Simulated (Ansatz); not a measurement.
Basis-set extrapolation for CH₇NSSi (`CN[SiH2]S`) (PBE0-D4/def2-TZVP geometry, frozen core, the Gaussian-basis code of Ansatz). Multiplicity 1, RHF reference.

```json
{"": "HF", "def2-TZVPP": "-782.969097", "def2-QZVPP": "-782.994537"}
{"": "MP2 correlation", "def2-TZVPP": "-0.693670", "def2-QZVPP": "-0.745659"}
{"": "CCSD(T) correlation", "def2-TZVPP": "-0.776522", "def2-QZVPP": "not run"}
```

Energies in hartree. Use E(X) = E(∞) + A·exp(−7.88·√X) for Hartree–Fock and E(X) = E(∞) + B·X^(−2.97) for correlation, with X = 3 and 4, and add CCSD(T) minus MP2 of the smaller set to the MP2 limit.

**Question.** What is the CCSD(T) energy at the basis-set limit?

**Answer.** HF limit: -782.994537 + (-0.025440) × 0.13774 = -782.99804. MP2 limit: -0.745659 + (-0.051989) × 0.74074 = -0.78417. Higher-order term: -0.776522 − (-0.693670) = -0.08285. Total: -783.86506 hartree, 75.0 kcal/mol below CCSD(T)/def2-TZVPP.
